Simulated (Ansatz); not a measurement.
Basis-set series for C$_{2}$H$_{3}$FGe (`F[C]1=[CH][GeH2]1`). The species carries charge 0 and has multiplicity 1. All single points use the PBE0-D4/def2-TZVP geometry.

```xyz
7

F    -1.735    0.747    1.325
C    -0.697    0.337    0.617
C     0.605    0.291    0.803
Ge    0.101   -0.414   -0.928
H     1.344    0.545    1.551
H     0.306    0.421   -2.196
H     0.077   -1.928   -1.172
```

| functional | basis | functions | energy (Eh) | HOMO (eV) | LUMO (eV) |
| --- | --- | --- | --- | --- | --- |
| PBE0-D4 | def2-TZVPP | 183 | -2254.38472 | -7.73 | -0.30 |
| PBE0-D4 | def2-QZVPP | 350 | -2254.43907 | -7.74 | -0.49 |
| ωB97M-V | def2-TZVPP | 183 | -2254.65742 | -9.87 | 1.56 |
| ωB97M-V | def2-QZVPP | 350 | -2254.71001 | -9.89 | 1.12 |

Give the rows for def2-SVP. (Estimate.)

The calculation gave: 
| functional | basis | functions | energy (Eh) | HOMO (eV) | LUMO (eV) |
| --- | --- | --- | --- | --- | --- |
| PBE0-D4 | def2-SVP | 89 | -2253.91530 | -7.68 | -0.11 |
| ωB97M-V | def2-SVP | 89 | -2254.18309 | -9.81 | 1.84 |

Positive LUMOs are unbound and depend on the basis. Scalar relativity is left out up to krypton.

Results of the Gaussian-basis code of Ansatz.
